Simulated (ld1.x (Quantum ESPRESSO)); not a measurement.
## Before and after: TM potential for Ru (Z = 44)

| Property | Result |
| --- | --- |
| Element | Ru |
| Generator | ld1.x (Quantum ESPRESSO) 7.5 |
| Type | norm-conserving Troullier–Martins (Kleinman–Bylander form) |
| Functional | PBE |
| Relativity | scalar-relativistic |
| Frozen core | [Kr] |
| Valence charge | 8 |
| Reference configuration | 4d6 5s0 5p0 (charge +2) |
| Partial waves | 5s (bound, empty): rc 2.65 bohr; 4d (bound): rc 1.30 bohr; 5p (bound, empty): rc 2.15 bohr |
| Local potential | the p channel |
| Core correction | Bessel-smoothed model core, default radius (core density twice the valence density) |

All-electron outer shells of the reference configuration (PBE, scalar-relativistic, ld1.x):

```
shell  level (eV)  outermost node (bohr)  outermost maximum (bohr)
   4p      -66.41                   0.49                      0.98
   4d      -24.14                   0.48                      1.20
   5s      -19.07                   1.22                      2.44
   5p      -13.46                   1.37                      2.90
```

Change: wave 5p (bound): rc 2.15 bohr becomes 5p (bound): rc 2.72 bohr.

Cutoffs: the cutoffs (Ry, on a coarse ladder) from which the occupation-weighted sum of valence levels, in a spherical-Bessel basis at the reference potential, stays within 10 and 1 mRy of its value at 400 Ry; they do not see the model core or the augmentation charge, which bear on the density cutoff. Errors are all-electron minus pseudo energies relative to the spin-unpolarised reference configuration.

Problem. How do hardness, ghosts and transferability respond?

Solution. The potential gets neither clearly harder nor softer (60 Ry and 70 Ry → 60 Ry and 70 Ry); the bound ghost in s disappears; of the 7 tests that both files solve, the error grows in 2 and shrinks in 2 by more than 15 % and 0.3 meV (median size 136.2 → 155.5 meV).

| quantity | base | changed |
| --- | --- | --- |
| cutoff, loose | 60 Ry | 60 Ry |
| cutoff, tight | 70 Ry | 70 Ry |
| bound ghosts | s | none |
| error for 4d7 5s1 5p0, meV [ΔE -25.48 eV] | -136 | -150 |
| error for 4d7 5s0 5p0, meV [ΔE -18.19 eV] | -169 | -199 |
| error for 4d5 5s0 5p0, meV [ΔE 30.62 eV] | -271 | -298 |
| error for 4d4 5s0 5p0, meV [ΔE 75.13 eV] | -1209 | -1293 |
| error for 4d6 5s1 5p0, meV [ΔE -15.37 eV] | -13 | -11 |
| error for 4d7 5s0 5p1, meV [ΔE -22.02 eV] | -118 | -156 |
| error for 4d6 5s2 5p0, meV [ΔE -23.78 eV] | -38 | -26 |

 A true bound ghost makes a file unfit for plane-wave use even where its test errors are small: the radial tests pick states by their node count and pass the ghost by.
